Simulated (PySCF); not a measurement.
# Where the electron goes

Compound: C₈H₉N.
Geometry (PBE0-D3(BJ)/def2-SVP, Å), atoms numbered from 1 in this order:
```
atom  x, y, z in Å
C1    -2.6801   -1.5566   -0.9701
C2    -1.8675   -1.0120    0.1817
C3    -1.2094    0.3435    0.1187
C4    -1.4022    1.7264    0.1081
N5    -1.5776    2.8759    0.0999
C6    -0.4138   -0.6985    0.0454
C7     0.9222   -1.2355   -0.1050
C8     2.0906   -0.4633    0.4793
C9     1.9117   -0.5012   -0.9918
H10   -2.6546   -2.6582   -0.9860
H11   -3.7347   -1.2507   -0.8857
H12   -2.2954   -1.1892   -1.9336
H13   -2.2194   -1.3506    1.1714
H14    0.9895   -2.3260   -0.0855
H15    1.8485    0.4614    1.0090
H16    2.8912   -1.0552    0.9294
H17    2.5846   -1.1199   -1.5903
H18    1.5432    0.3966   -1.4943
```

Method: TDDFT B3LYP/def2-SVPD, vertical, gas phase, core orbitals frozen in the response (PySCF).

Kohn–Sham orbitals with the atoms that hold most of them (Löwdin shares over 4%, at most four atoms; ? is withheld):

```tsv
orbital	ε (eV)	atoms
HOMO-3	-9.51	C7 32%, C9 15%, C8 14%, C6 10%
HOMO-2	-8.78	N5 17%, C4 12%, C8 12%, C6 12%
HOMO-1	-8.19	C2 24%, N5 14%, C3 13%, C4 10%
HOMO	-6.92	?
LUMO	-1.65	?
LUMO+1	0.11	N5 20%, C4 18%, C2 10%, H14 9%
LUMO+2	0.32	C4 14%, N5 13%, C9 11%, C8 10%
```

(1) Which atoms hold the LUMO, and with what shares?

(2) Give the leading atoms of the HOMO.

(3) The HOMO–LUMO gap is 5.27 eV. Where does the response calculation put the lowest singlet, and from which orbitals?

(4) Give energy, strength and leading configuration of S1, S2 and S4, and follow the Löwdin shares of the leading atoms from the occupied to the empty orbital.

Answers

(1) C6 (bonded to 3 C) 28%; C3 (bonded to 3 C) 19%; N5 (bonded to C) 17%; C4 (bonded to C and N) 14%. By element: carbon 61% or more, nitrogen 17%.

(2) C3 (bonded to 3 C) 23%; C6 (bonded to 3 C) 17%; N5 (bonded to C) 14%; C2 (bonded to 3 C and H) 9%. By element: carbon 50% or more, nitrogen 14%.

(3) S1 is at 4.93 eV (f = 0.241), 0.34 eV below the gap, made of HOMO→LUMO (93%). Without the coupling terms of the response equations the lowest excitation would equal the gap.

(4) 
- S1 (4.93 eV, f 0.241), HOMO→LUMO (93%): C3 23% → 19%, C6 17% → 28%
- S2 (5.25 eV, f 0.0024), HOMO-1→LUMO (94%): C2 24% → at most 14%, N5 14% → 17%, C6 at most 10% → 28%, C3 13% → 19%
- S4 (5.88 eV, f 0.0003), HOMO-2→LUMO (76%): N5 17% → 17%, C4 12% → 14%, C6 12% → 28%, C3 at most 12% → 19%

Löwdin shares depend on the basis, the more so with diffuse functions.

One conformer stands for the species.
